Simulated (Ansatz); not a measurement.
Basis-set extrapolation for H₈N₂OSi₂, SMILES `N[SiH2]O[SiH2]N` (PBE0-D4/def2-TZVP geometry, frozen core, Ansatz 0.2.0). Multiplicity 1, RHF reference.

```tsv
	def2-TZVPP	def2-QZVPP
HF	-766.567812	-766.596909
MP2 correlation	-0.910924	-0.980592
CCSD(T) correlation	-0.990546	not run
```

Energies in hartree. Use E(X) = E(∞) + A·exp(−7.88·√X) for Hartree–Fock and E(X) = E(∞) + B·X^(−2.97) for correlation, with X = 3 and 4, and add CCSD(T) minus MP2 of the smaller set to the MP2 limit.

Question: What is the CCSD(T) energy at the basis-set limit?

Answer: HF limit: -766.596909 + (-0.029097) × 0.13774 = -766.60092. MP2 limit: -0.980592 + (-0.069668) × 0.74074 = -1.03220. Higher-order term: -0.990546 − (-0.910924) = -0.07962. Total: -767.71274 hartree, 405.3 kJ/mol below CCSD(T)/def2-TZVPP.
